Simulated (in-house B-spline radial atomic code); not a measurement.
A calculation on F VIII (F7+): its settings, and results tabulated from the run. Level of theory: non-relativistic PBE, spin-polarised, spherical fractional occupations, point nucleus; calculated with a radial B-spline atomic code at the basis-set limit.

Command:
```bash
python run_scf.py task.json out
```
Settings:
```
Z                9
configuration    1s2
hamiltonian      nr
method           pbe,pbe
spin_polarised   True
```

Output (hartree, bohr):
```
 radial grid: 35 intervals, B-splines of order 8, outer radius 3.8961 bohr

 iter        energy (Eh)    residual
    1         -75.118255    2.56e-01
    2         -75.429142    2.03e-02
    3         -75.430050    9.48e-03
    4         -75.430248    4.43e-03
    5         -75.430303    2.90e-04
    6         -75.430304    1.25e-07
    7         -75.430304    5.86e-11

 total energy                       -75.43030
 kinetic                              75.3830
 electron-nucleus                   -156.2577
 Hartree                              10.7801
 exchange-correlation                 -5.3357

 orbital      occ     eigenvalue          <r>       <r^2>       <1/r>     <1/r^2>       <r^4>       r_max
 1s up      1.000       -33.0609     0.174524   0.0409384     8.68098      152.55  0.00429872      0.1141
 1s down    1.000       -33.0609     0.174524   0.0409384     8.68098      152.55  0.00429872      0.1141
```

Cost of the run: 0.03 s on 1 thread of Arm Neoverse V1, on a shared host.
